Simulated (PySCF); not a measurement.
Structure with atom numbers: `[N:1]#[C:2][c:3]1[cH:4][cH:5][cH:6][o:7]1`. Each H is labelled by its parent atom.

PySCF 2.14 calculation with couplings computed with B3LYP/pcJ-1 (spin–dipole term only in couplings to heteroatoms), NMR shieldings at CAM-B3LYP/pcSseg-2/GIAO and PBE0-D3(BJ)/def2-SVP structure; relativity neglected, no solvent, single conformer.

List the cross peaks expected in HSQC, COSY and HMBC spectra.

Answers



HSQC (one-bond C–H):
| δH | δC | ¹J(C,H) (Hz) |
| --- | --- | --- |
| 7.61 (H(C6)) | 158.8 (C6) | 216 |
| 7.26 (H(C4)) | 135.4 (C4) | 190 |
| 6.70 (H(C5)) | 122.2 (C5) | 189 |

COSY cross peaks (|J| ≥ 2 Hz):
| δH | δH | abs. J (Hz) | bonds |
| --- | --- | --- | --- |
| 7.61 (H(C6)) | 6.70 (H(C5)) | 2.2 | 3 |
| 7.26 (H(C4)) | 6.70 (H(C5)) | 4.1 | 3 |

HMBC (two and three bonds, |J| ≥ 2.5 Hz):
| δH | δC [abs. J in Hz] |
| --- | --- |
| 7.61 (H(C6)) | 140.0 (C3) [9.5], 135.4 (C4) [6.1], 122.2 (C5) [13.8] |
| 7.26 (H(C4)) | 158.8 (C6) [8.4], 140.0 (C3) [10.2], 122.2 (C5) [4.4] |
| 6.70 (H(C5)) | 158.8 (C6) [11.4], 140.0 (C3) [8.6], 135.4 (C4) [4.8] |

δ = σ(ref) − σ, references computed at the same level: ¹H (31.34 ppm), ¹³C (182.55 ppm) against TMS.

Unscaled 3J(H,H) at this level run about 10 % above measured values. Shifts are as computed, not scaled to solution data. Of 1211 compounds with measured shifts, 218 miss one by over three times the rms of a fit or turn the order of signals round; such compounds aren't used in these exercises.
